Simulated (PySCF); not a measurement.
SMILES OB(O)[SiH2][SiH2]O[SiH3] (GFN2-xTB optimised geometry):

```
16

O      2.857     1.240     0.000
B      1.494     1.240     0.000
O      0.895     2.451     0.000
Si     0.305    -0.333     0.007
Si    -1.843     0.107    -0.703
O     -2.659    -1.296    -0.832
Si    -3.085    -2.849    -0.783
H      3.302     0.395     0.000
H      1.493     3.203     0.008
H      0.292    -0.961     1.353
H      0.918    -1.445    -0.768
H     -2.675     0.905     0.207
H     -1.968     0.690    -2.047
H     -2.000    -3.634    -1.370
H     -4.314    -2.941    -1.568
H     -3.302    -3.203     0.619
```

Calculation: B3LYP/def2-TZVP (PySCF).

Problem. What are the frontier orbital energies and the dipole moment?

Solution. HOMO-2 -8.58 eV, HOMO-1 -8.11 eV, HOMO -7.49 eV, LUMO -0.69 eV, LUMO+1 -0.52 eV; dipole moment 2.12 D.

Meta-Löwdin charges at B3LYP/def2-TZVP: O1 -0.52, B2 0.28, O3 -0.51, Si4 0.17, Si5 0.70, O6 -0.85, Si7 0.80, H8 0.36, H9 0.35, H10 -0.08, H11 -0.09, H12 -0.11, H13 -0.12, H14 -0.13, H15 -0.12, H16 -0.13.
